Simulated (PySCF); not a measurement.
# Bond length, frequency and bond energy of RbMg by level of theory

State: ²Σ⁺ (doublet), unpaired electrons σ ↑. Set-up: PySCF, scalar-relativistic core potentials, basis sets Rb def2-SVPD with ECP28, Mg def2-SVPD. De refers to Rb + Mg in their ground configurations, without counterpoise correction. The functionals are run spin-unrestricted. A positive dipole means Rb(−)Mg(+). Levels whose curve was spin-contaminated or gave no clean fit are not listed.

```csv
Level,Re (Å),ωe (cm⁻¹),De (eV),μ (D),"CPU s a point (SCF and correlation, without the integrals)"
ROHF-MP2,4.612,33.3,0.051,n/a,0.23
ROHF-CCSD,4.502,37.5,0.053,n/a,n/a
ROHF-CCSD(T),4.404,43.6,0.068,n/a,18
PBE,4.087,71.6,0.185,-2.07,0.75
BLYP,4.260,55.5,0.086,-1.29,0.49
r²SCAN,4.135,70.9,0.188,-2.71,1.1
M06-L,4.083,71.1,0.161,-1.63,12
PBE0,4.125,68.4,0.152,-2.07,1.2
B97-3,4.132,68.2,0.131,-1.63,0.63
LC-ωPBE,4.206,59.1,0.095,-2.15,0.94
```

The bond length runs from 4.083 Å (M06-L) to 4.612 Å (ROHF-MP2). De spans 0.05 eV (ROHF-MP2, perturbation theory) to 0.19 eV (r²SCAN, meta-GGA).

Correlated steps freeze 1 core orbital. The bond is weak. Basis-set superposition, not corrected here, can be much of De in a small basis, most of all at correlated wavefunction levels. Functionals without a dispersion term scatter widely for such bonds, and LDA overbinds them. Spin–orbit coupling is left out. The state is the lowest determinant that a PBE0 search found; another state may lie lower at other levels.

The whole job (state search and all levels along the bond) took about 5.5 min on 1 thread of Arm Neoverse N1 (shared host), peak memory 0.62 GiB.
